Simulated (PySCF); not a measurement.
**The first ionisation energy along the 5d series**

All values are computed (PySCF 2.14, energy differences of UHF-based or UKS calculations, no spin-orbit coupling). Values in eV. The last column holds reference values (NIST; (s) semi-empirical, (t) theoretical, else measured). Unmarked ones compare directly (S terms, centres of terms, or small fine structure); those marked * lie between the lowest fine-structure levels and include a spin-orbit shift.

```csv
element,configurations,UHF,MP2 (valence),SCS-MP2 (valence),reference
"Ta (def2-SVP with the def2 core potential (60 electrons), ECP)",[Xe] 4f14 5d3 6s2 → [Xe] 4f14 5d3 6s1,5.730,6.585,6.745,7.573
"Re (def2-SVP with the def2 core potential (60 electrons), ECP)",[Xe] 4f14 5d5 6s2 → [Xe] 4f14 5d5 6s1,5.915,6.930,7.121,7.834
"Ir (def2-SVP with the def2 core potential (60 electrons), ECP)",[Xe] 4f14 5d7 6s2 → [Xe] 4f14 5d7 6s1,7.037,8.240,8.345,8.926
"Pt (def2-SVP with the def2 core potential (60 electrons), ECP)",[Xe] 4f14 5d9 6s1 → [Xe] 4f14 5d9,7.579,8.670,8.505,8.959 *
"Au (def2-SVP with the def2 core potential (60 electrons), ECP)",[Xe] 4f14 5d10 6s1 → [Xe] 4f14 5d10,7.693,8.879,8.728,9.226
"Hg (def2-SVP with the def2 core potential (60 electrons), ECP)",[Xe] 4f14 5d10 6s2 → [Xe] 4f14 5d10 6s1,8.510,10.046,9.986,10.438
```

```tsv
method	elements	mean error (eV)	mean absolute error (eV)	largest error (eV)
UHF	5	-1.822	1.822	-1.927
MP2 (valence)	5	-0.663	0.663	-0.988
SCS-MP2 (valence)	5	-0.614	0.614	-0.828
```

Errors include the incompleteness of the basis and the frozen core.

"Valence" correlates the outer s and p shells and, in groups 3 to 12 and the f block, the outer d or f shell, open or full, or the next shell where the ion has no valence electron left; the wider scheme adds the next inner shell.
